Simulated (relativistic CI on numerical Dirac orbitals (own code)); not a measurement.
# Co⁵⁺: resonant inelastic scattering at the L2,3 edge

Computed with this model: Dirac-Coulomb-Breit CI, KLI orbitals optimised for each configuration, model QED (radiative potential, 1s self-energy scaled to tabulated hydrogen-like ionisation energies), valence Slater integrals scaled by 0.7, Kramers-Heisenberg scattering through one core-hole configuration in a parametric crystal field; configurations [Ar] 3d4 → [He] 2s2 2p5 3s2 3p6 3d5; 10 K; core-hole width 0.4 eV; summed over polarisations. Incident energies are the highest absorption maxima for each field (at most a few, so the weaker spin-orbit partner edge can be absent), on the computed scale of the free ion. Intensities are in per cent of the strongest line above 0.02 eV; levels within 1 cm⁻¹ are merged; final levels count from the ground level, the first row holds all elastic scattering, lines under 0.4 are left out and each table stops after 24 rows. The scale of the Slater integrals is a model choice and moves the terms in proportion.

Field parameters in Wybourne normalisation: D3d B²₀ = −7Dσ, B⁴₀ = −14Dq − 21Dτ, B⁴₃ = −14√(10/7) Dq. The field is a parameter set, without covalency, and values of 10Dq over about 45,000 cm⁻¹ lie beyond real compounds.

S is read from ⟨S²⟩ = S(S + 1).

D3d, 10Dq = 47000, Dσ = 1160, Dτ = -480 cm⁻¹:

```tsv
Final level (eV)	Degeneracy	Irrep	S	786.5 eV	792 eV	794.2 eV
0.000	1	A1	1.00	279.6	288.0	539.5
0.040	1	A2	1.00	38.1	66.0	2.2
0.056	2	E	1.00	60.0	98.6	16.1
0.115	2	E	1.00	3.0	22.1	43.7
0.178	2	E	1.00	16.9	29.1	100.0
0.186	1	A1	1.00	5.7	15.5	11.2
1.527	1	A1	0.01	0.7	2.4	5.7
1.666	2	E	0.01	0.6	4.1	16.2
1.885	2	E	0.01	0.8	1.1	10.8
2.527	2	A1+A2	2.00	0.3	12.0	12.6
2.531	2	E	2.00	0.6	9.3	16.8
2.535	2	E	2.00	0.1	9.9	7.8
2.538	1	A2	2.00	0.0	0.8	1.0
2.539	1	A1	2.00	0.3	11.6	7.3
2.542	2	E	2.00	0.4	8.6	11.6
3.610	1	A1	0.01	1.2	0.4	6.3
5.226	1	A2	1.00	2.0	1.0	40.9
5.231	2	E	1.00	3.7	6.2	92.3
5.232	1	A1	1.00	0.4	16.0	2.5
5.236	2	E	1.00	1.4	20.4	7.3
5.291	1	A1	1.00	0.7	10.1	25.0
5.314	2	E	1.00	1.3	55.2	0.1
5.344	1	A2	1.00	0.6	29.1	0.7
5.399	1	A1	1.00	0.1	3.9	0.6
```

D3d, 10Dq = 30550, Dσ = 870, Dτ = 250 cm⁻¹:

| Final level (eV) | Degeneracy | Irrep | S | 791.1 eV | 791.7 eV | 792.2 eV |
| --- | --- | --- | --- | --- | --- | --- |
| 0.000 | 1 | A1 | 1.01 | 228.1 | 165.7 | 203.9 |
| 0.010 | 2 | E | 1.01 | 53.2 | 20.9 | 48.0 |
| 0.453 | 1 | A2 | 1.04 | 25.1 | 3.7 | 27.9 |
| 0.458 | 1 | A1 | 1.03 | 40.5 | 27.2 | 27.8 |
| 0.500 | 2 | E | 1.03 | 33.2 | 36.3 | 100.0 |
| 0.539 | 2 | E | 1.02 | 13.9 | 21.0 | 29.4 |
| 1.109 | 1 | A2 | 2.00 | 0.2 | 4.7 | 3.8 |
| 1.112 | 1 | A1 | 2.00 | 7.3 | 14.4 | 1.9 |
| 1.115 | 2 | E | 1.99 | 11.9 | 28.7 | 14.9 |
| 1.118 | 2 | E | 1.99 | 9.7 | 23.0 | 18.0 |
| 1.122 | 2 | E | 1.98 | 16.0 | 25.9 | 16.0 |
| 1.123 | 1 | A2 | 1.98 | 0.8 | 0.6 | 3.9 |
| 1.125 | 1 | A1 | 1.98 | 3.6 | 4.6 | 19.5 |
| 1.584 | 2 | E | 0.02 | 4.7 | 0.8 | 4.4 |
| 2.030 | 1 | A1 | 0.02 | 0.6 | 2.7 | 1.2 |
| 2.140 | 2 | E | 0.01 | 1.8 | 3.4 | 1.9 |
| 3.557 | 1 | A1 | 0.20 | 0.4 | 1.3 | 4.9 |
| 3.667 | 1 | A2 | 1.01 | 18.5 | 7.7 | 1.5 |
| 3.678 | 1 | A1 | 0.94 | 8.3 | 6.4 | 14.4 |
| 3.689 | 2 | E | 1.00 | 17.6 | 24.2 | 21.6 |
| 3.715 | 1 | A2 | 1.01 | 10.6 | 7.2 | 3.4 |
| 3.720 | 2 | E | 1.00 | 12.5 | 11.0 | 7.8 |
| 3.723 | 2 | E | 1.00 | 18.6 | 11.1 | 13.9 |
| 3.854 | 1 | A1 | 0.99 | 4.3 | 5.1 | 12.5 |

For the first field the strongest loss at the lowest incident energy is the level at 0.06 eV (S = 1.00, against 1.00 in the thermal ground state). Levels of other spin, the first over 8 % at 1.67 eV, appear because spin-orbit coupling of the core hole, and in heavier ions of the valence shell too, mixes spins.
